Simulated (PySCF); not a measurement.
C2H3Cl2InO2, SMILES CC(=O)[O][In]([Cl])[Cl]. Geometry: PBE0-D3(BJ)/def2-SVP. The def2 effective core potentials stand for the cores of In; spin–orbit coupling is left out. Other conformers were not sampled.

Computed equilibrium geometry at PBE0-D3(BJ)/def2-SVP (PySCF confirms it by a frequency run) as Cartesian coordinates in Å, and its point group (one conformer of several):
point group Cs.
```xyz
10

In    -0.0006     0.3997     0.0000
Cl     2.0201     1.5451     0.0000
Cl    -2.0613     1.4724     0.0000
O      0.0279    -1.5073    -1.0933
C      0.0351    -2.1493     0.0000
C      0.0185    -3.6407     0.0000
O      0.0279    -1.5073     1.0933
H      0.4989    -4.0280     0.9060
H      0.4989    -4.0280    -0.9060
H     -1.0329    -3.9681     0.0000
```
Charge 0, spin multiplicity 1.
